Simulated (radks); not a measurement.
Mn XII, 14 electrons, occupied as [Ne] 3s2 3p2 (the NIST ground configuration).

Calculated with a radial shooting solver on a logarithmic mesh with Libxc functionals: Dirac Kohn-Sham, PBE, spin-unpolarised, spherical densities, point nucleus; open shells are shared between the two j in proportion to 2j + 1.

Energy parts (eV):
total: -30173.668
kinetic: 30587.569
electron-nucleus: -67775.991
Hartree: 8190.311
exchange-correlation: -1175.558

Orbitals (lengths in bohr, moments of r in powers of bohr; <r^-3> diverges for s and p1/2):
orbital      occ.  eigenvalue (eV)  <r^-3>  small-component weight
1s1/2           2        -6730.528       -                8.07e-03
2s1/2           2        -1036.005       -                1.49e-03
2p1/2           2        -931.1317       -                1.46e-03
2p3/2           4        -920.5346   415.2                1.45e-03
3s1/2           2        -329.3810       -                4.34e-04
3p1/2    0.666667        -297.3807       -                4.10e-04
3p3/2     1.33333        -295.4289   76.82                4.07e-04

The highest occupied level is 3p3/2 at -295.43 eV. The density falls to 0.001 e/bohr^3 at r = 1.77 bohr. For comparison, the ionisation energy in NIST's Atomic Spectra Database is 314 eV (semi-empirical). In exact Kohn-Sham theory the highest level is minus the ionisation energy, but local and semilocal functionals leave it too shallow, through self-interaction and a potential that decays too fast; potentials with the right tail come closer. Summed over all electrons, <r^2> = 3.160 bohr^2, which gives a Langevin (diamagnetic) susceptibility term of -2.5 x 10^-6 cm^3/mol.

Beside tabulated values, note that spin-unpolarised runs miss the spin-polarisation part of the exchange energy of open shells.
